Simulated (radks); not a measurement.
The nuclear charge of the strontium ion Sr2+ is varied continuously with 36 electrons held in [Kr]. Calculated with a radial shooting solver on a logarithmic mesh with Libxc functionals: scalar-relativistic Kohn-Sham, SCAN, spin-unpolarised, spherical densities, finite nucleus; meta-GGA in the generalised Kohn-Sham scheme; Fermi nuclear charge, rms radius 4.224 fm. By the Hellmann-Feynman theorem dE/dZ = E(electron-nucleus)/Z, the electronic potential at the nucleus (averaged over a nucleus of fixed radius). The scalar-relativistic energy here is not variational (the density holds large components alone), so the two differ by a part that grows with Z.

| Z | E (hartree) | E(electron-nucleus)/Z (hartree) | HOMO | e(HOMO) (eV) | <r> HOMO (bohr) |
|---|---|---|---|---|---|
| 37 | -2981.78541 | -194.004 | 4p | -22.183 | 1.707 |
| 37.5 | -3079.83676 | -197.510 | 4p | -29.378 | 1.620 |
| 38 | -3179.65054 | -201.018 | 4p | -37.149 | 1.544 |
| 38.5 | -3281.22680 | -204.527 | 4p | -45.471 | 1.477 |

The central difference of E at Z = 38 is -201.390 hartree, to compare with the third column; the second derivative is -7.05 hartree.
